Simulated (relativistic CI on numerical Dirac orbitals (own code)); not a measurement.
## Hyperfine structure of Tl LXVIII, mass number 204

Calculated at this level of theory: Dirac-Coulomb-Breit CI, separate exchange-only KLI orbitals for each configuration, QED by a radiative potential, unscaled Slater integrals (own radial code, finite nucleus).

CI space (outside the closed core [Ne]): 3s²3p², 3s²3p3d, 3s3p³, 3s²3d², 3p⁴, 3s3p²3d, 3p²3d², 3s3p3d², 3p³3d, 3s²3d4s, 3s²3d4p, 3s3p3d4s, 3s²3p4s, 3p³4s, 3s3p3d4p, 3p³4p. Levels of other configurations are missing.

Nuclear spin I = 2, μ = 0.09 μN (tables of Stone and Pyykkö). The electronic factors are computed for point nuclear moments, without core polarisation or the Bohr-Weisskopf and QED corrections.

```json
{"Level": "3s²3p² ³P1", "E (Ry)": "39.9003", "A (MHz)": "-18220"}
{"Level": "3s²3p² ¹D2", "E (Ry)": "40.6673", "A (MHz)": "45340"}
{"Level": "3s²3p3d ³F°2", "E (Ry)": "58.0531", "A (MHz)": "41000"}
{"Level": "3s²3p² ³P2", "E (Ry)": "81.1791", "A (MHz)": "13840"}
```

Levels with J = 0, under 50 % of one LS term, or S terms without an open s electron are left out. Small factors come from cancelling terms and can be off by tens of per cent or more.

At this charge energies of transitions that change n are usually good to better than 1 %, and those within a shell (Δn = 0) to a few per cent.

Give the hyperfine levels of 3s²3p² ³P1 relative to its centre of gravity.

With K = F(F + 1) − I(I + 1) − J(J + 1), E = AK/2: F = 1: 54650, F = 2: 18220, F = 3: -36430 MHz.

LS names give the leading component of a level, which can be under half, so a name can repeat, a term be missing and a line seem to break the LS rules.
